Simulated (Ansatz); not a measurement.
Born–Oppenheimer molecular dynamics of BH$_{4}$SSe (7 atoms, charge 1, multiplicity 1). It starts at the highest image of a converged band, a first-order saddle point between two minima.

All numbers below come from RKS BHLYP-D4/def2-SVP (Ansatz).

* ensemble: NVE (velocity Verlet)
* time step: 0.5 fs
* steps asked: 200
* starting velocities drawn for: 100 K
* seed: 4200

Frames 1 fs apart, positions in Å.

Velocities at 30.0 fs (Å/ps):

```
B 0.12 -1.21 1.03
Se 0.29 -0.16 -0.12
S -0.92 0.73 0.37
H 5.37 11.20 4.19
H 3.85 2.71 -4.47
H 1.02 -4.95 -11.78
H -4.74 -6.40 -1.21
```

```xyz
7
Properties=species:S:1:pos:R:3 time_fs=30.0 energy_less_start_eV=0.037 T=43
B -1.322 0.787 -1.075
Se -1.094 -0.286 0.350
S 1.941 -0.337 0.420
H -2.591 -0.189 0.029
H -1.477 1.482 -2.029
H 2.154 -0.011 1.704
H 2.427 -1.584 0.550
7
Properties=species:S:1:pos:R:3 time_fs=31.0 energy_less_start_eV=0.040 T=39
B -1.321 0.786 -1.073
Se -1.093 -0.286 0.350
S 1.940 -0.336 0.420
H -2.585 -0.177 0.034
H -1.473 1.484 -2.033
H 2.155 -0.016 1.693
H 2.422 -1.590 0.549
7
Properties=species:S:1:pos:R:3 time_fs=32.0 energy_less_start_eV=0.044 T=33
B -1.321 0.785 -1.073
Se -1.093 -0.286 0.350
S 1.939 -0.335 0.421
H -2.580 -0.164 0.038
H -1.470 1.483 -2.032
H 2.158 -0.020 1.684
H 2.415 -1.594 0.547
7
Properties=species:S:1:pos:R:3 time_fs=33.0 energy_less_start_eV=0.043 T=34
B -1.321 0.784 -1.072
Se -1.093 -0.286 0.350
S 1.938 -0.335 0.421
H -2.576 -0.150 0.042
H -1.467 1.480 -2.028
H 2.161 -0.022 1.682
H 2.406 -1.597 0.545
7
Properties=species:S:1:pos:R:3 time_fs=34.0 energy_less_start_eV=0.036 T=44
B -1.320 0.783 -1.072
Se -1.093 -0.286 0.350
S 1.938 -0.334 0.421
H -2.574 -0.136 0.045
H -1.465 1.476 -2.022
H 2.166 -0.023 1.685
H 2.396 -1.597 0.542
7
Properties=species:S:1:pos:R:3 time_fs=35.0 energy_less_start_eV=0.029 T=55
B -1.319 0.782 -1.072
Se -1.093 -0.287 0.350
S 1.937 -0.334 0.421
H -2.574 -0.121 0.049
H -1.464 1.471 -2.014
H 2.172 -0.022 1.694
H 2.385 -1.595 0.539
7
Properties=species:S:1:pos:R:3 time_fs=36.0 energy_less_start_eV=0.026 T=59
B -1.318 0.781 -1.071
Se -1.093 -0.287 0.349
S 1.937 -0.334 0.420
H -2.577 -0.104 0.051
H -1.464 1.466 -2.007
H 2.179 -0.020 1.705
H 2.373 -1.594 0.536
7
Properties=species:S:1:pos:R:3 time_fs=37.0 energy_less_start_eV=0.028 T=57
B -1.317 0.780 -1.071
Se -1.092 -0.287 0.349
S 1.937 -0.333 0.420
H -2.581 -0.087 0.054
H -1.466 1.463 -2.002
H 2.186 -0.019 1.716
H 2.361 -1.593 0.533
7
Properties=species:S:1:pos:R:3 time_fs=38.0 energy_less_start_eV=0.030 T=54
B -1.316 0.779 -1.070
Se -1.092 -0.287 0.349
S 1.936 -0.333 0.420
H -2.586 -0.070 0.056
H -1.469 1.463 -2.001
H 2.192 -0.018 1.723
H 2.348 -1.595 0.530
7
Properties=species:S:1:pos:R:3 time_fs=39.0 energy_less_start_eV=0.028 T=57
B -1.314 0.777 -1.069
Se -1.092 -0.287 0.349
S 1.936 -0.332 0.420
H -2.591 -0.052 0.057
H -1.473 1.465 -2.002
H 2.198 -0.019 1.724
H 2.337 -1.598 0.527
7
Properties=species:S:1:pos:R:3 time_fs=40.0 energy_less_start_eV=0.023 T=65
B -1.313 0.775 -1.067
Se -1.092 -0.288 0.349
S 1.936 -0.331 0.420
H -2.594 -0.033 0.058
H -1.479 1.468 -2.005
H 2.202 -0.021 1.720
H 2.325 -1.605 0.525
7
Properties=species:S:1:pos:R:3 time_fs=41.0 energy_less_start_eV=0.018 T=72
B -1.311 0.773 -1.066
Se -1.092 -0.288 0.349
S 1.936 -0.330 0.420
H -2.596 -0.014 0.058
H -1.485 1.472 -2.008
H 2.206 -0.025 1.711
H 2.314 -1.613 0.523
```

Of the whole run (100 fs, mean temperature of the second half 199 K): The conserved energy stayed within 0.035 meV per atom of its start (net change 0.02 meV per atom), so the integration is sound. The system heated up, since it started high on the potential surface and ran downhill. A run of 0.1 ps of so small a system gives no equilibrium averages. The orbitals stay closed-shell, which can raise the energy where a bond breaks towards radicals; this wasn't checked here. Limits of this set-up: the dipole of an ion depends on the origin.

Run time: 4.8 min on 2 threads of Arm Neoverse V2, with other jobs on the host, peak memory 0.17 GiB.
